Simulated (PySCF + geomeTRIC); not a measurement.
Level of theory: BP86-D3(BJ)/def2-SVP run with PySCF + geomeTRIC. fastk is a local helper that only speeds up exchange builds. No frequencies were computed at this level.

```python
import json, numpy as np
from pyscf import gto, dft
from fastk import lowrank_exchange
atoms = """
Hf    -0.000031     0.000028     0.000102
Cl    -0.262225     1.622766     1.527311
Cl     1.249594    -1.649279     0.868017
Cl    -2.009544    -0.811224    -0.581968
Cl     1.022209     0.837710    -1.813463
"""
def scf(charge, spin, dm0=None):
    mol = gto.M(atom=atoms, basis='def2-svp', ecp={'Hf': 'def2-svp'}, charge=charge, spin=spin, verbose=3, max_memory=10080)
    mf = dft.KS(mol, xc='bp86').density_fit(auxbasis="def2-universal-jkfit")
    mf.disp = 'd3bj'
    mf.grids.level = 3
    mf.conv_tol = 1e-8
    mf.max_cycle = 120
    mf.level_shift = 0.25
    mf.kernel(dm0)
    if not mf.converged:
        mf = mf.newton().run(mf.mo_coeff, mf.mo_occ).undo_soscf()
    return mf
mf = scf(0, 0)
from pyscf.geomopt.geometric_solver import kernel as optimize
path = []
done, mol = optimize(mf, maxsteps=120, assert_convergence=False, callback=lambda env: path.append((env["energy"], bool(env["g_scanner"].converged))))
res = dict(converged=bool(done and path[-1][1]), energy=path[-1][0], path=[e for e, c in path], xyz=mol.atom_coords(unit="Angstrom").tolist(), nao=mol.nao)
json.dump(res, open("result.json", "w"))
```

Output:

```
converged SCF energy = -1888.82860028428
Geometry optimization cycle 1
converged SCF energy = -1888.82860028252
cycle 1: E = -1888.82860028  dE = -1888.83  norm(grad) = 0.0779989
Geometry optimization cycle 2
converged SCF energy = -1888.84060262619
cycle 2: E = -1888.84060263  dE = -0.0120023  norm(grad) = 0.0182374
Geometry optimization cycle 3
converged SCF energy = -1888.84156537748
cycle 3: E = -1888.84156538  dE = -0.000962751  norm(grad) = 0.00329163
Geometry optimization cycle 4
converged SCF energy = -1888.84159807694
cycle 4: E = -1888.84159808  dE = -3.26995e-05  norm(grad) = 0.000246676
Geometry optimization cycle 5
converged SCF energy = -1888.84159814438
cycle 5: E = -1888.84159814  dE = -6.74343e-08  norm(grad) = 0.000171504
<class 'geometric.internal.Distance'> : 4
<class 'geometric.internal.Angle'> : 6
<class 'geometric.internal.TranslationX'> : 1
<class 'geometric.internal.TranslationY'> : 1
<class 'geometric.internal.TranslationZ'> : 1
<class 'geometric.internal.RotationA'> : 1
<class 'geometric.internal.RotationB'> : 1
<class 'geometric.internal.RotationC'> : 1
Step    0 : Gradient = 3.488e-02/3.913e-02 (rms/max) Energy = -1888.8286002825
Step    1 : Displace = 1.091e-01/1.225e-01 (rms/max) Trust = 1.000e-01 (=) Grad = 8.156e-03/9.146e-03 (rms/max) E (change) = -1888.8406026262 (-1.200e-02) Quality = 0.667
Step    2 : Displace = 2.068e-02/2.334e-02 (rms/max) Trust = 1.000e-01 (=) Grad = 1.472e-03/1.681e-03 (rms/max) E (change) = -1888.8415653775 (-9.628e-04) Quality = 1.208
Step    3 : Displace = 4.582e-03/5.341e-03 (rms/max) Trust = 1.414e-01 (+) Grad = 1.103e-04/1.483e-04 (rms/max) E (change) = -1888.8415980769 (-3.270e-05) Quality = 1.000
Step    4 : Displace = 2.291e-04/3.199e-04 (rms/max) Trust = 2.000e-01 (+) Grad = 7.670e-05/1.169e-04 (rms/max) E (change) = -1888.8415981444 (-6.743e-08) Quality = 0.077
Converged! =D
```

Cost: around 110 core-seconds (rough).
